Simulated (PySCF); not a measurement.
Isomers C6H4N2:

A. `CC#CC(C#N)C#N`
B. `C(C1(C#N)C(=C)C1)#N`
C. `N#Cc1cccnc1`

Spectrum 1. ¹H NMR (300 MHz, computed): δ 6.51 (br s, 1H), 6.25 (br s, 1H), 2.15 (s, 2H). ¹³C{¹H} NMR (computed): δ 135.6 (C), 119.9 (C), 117.2 (CH2), 23.5 (CH2), 0.7 (C).

Spectrum 2. ¹H NMR (300 MHz, computed): δ 4.25 (s, 1H), 2.16 (s, 3H). ¹³C{¹H} NMR (computed): δ 114.7 (C), 93.0 (C), 69.3 (C), 13.4 (CH), 4.4 (CH3).

Spectrum 3. ¹H NMR (300 MHz, computed): δ 9.24 (s, 1H), 9.13 (d, 1H), 8.19 (d, 1H), 7.55 (m, 1H). ¹³C{¹H} NMR (computed): δ 160.6 (CH), 158.2 (CH), 147.2 (CH), 128.2 (CH), 122.7 (C), 114.2 (C).

All values are calculated (PySCF 2.14.0 with density-fitted response routines): GFN2-xTB structure, GIAO PBE0/pcSseg-1 shieldings. A single conformation, no relativistic terms, gas phase, averaged over atoms made equivalent by symmetry, fast rotation or ring inversion.

References, each an isolated molecule treated in the same way: ¹H, ¹³C vs TMS. Where no couplings were computed, multiplicities follow the n + 1 count of equivalent neighbours, and m marks all less simple cases (inequivalent or close neighbours, rings, F or P nearby). Shifts are as computed. Against solution values, carbons near 30 ppm lie about +3 ppm off and those near 130 ppm about +5 ppm. Of 1211 compounds with measured shifts, 218 miss one by over three times the rms of a fit or turn the order of signals round; such compounds aren't used in these exercises.

Question: Match each spectrum to its structure.

Answer: 1–B, 2–A, 3–C.

- Spectrum 1 (B): 5 ¹³C signals; δC 135.6 is a fully substituted alkene carbon; δC 119.9 is a nitrile carbon.
- Spectrum 2 (A): 5 ¹³C signals; δC 114.7 is a nitrile carbon; δC 93.0 is an alkyne carbon.
- Spectrum 3 (C): 6 ¹³C signals; δC 160.6 is an aromatic CH next to a ring nitrogen; δC 158.2 is an aromatic CH next to a ring nitrogen.
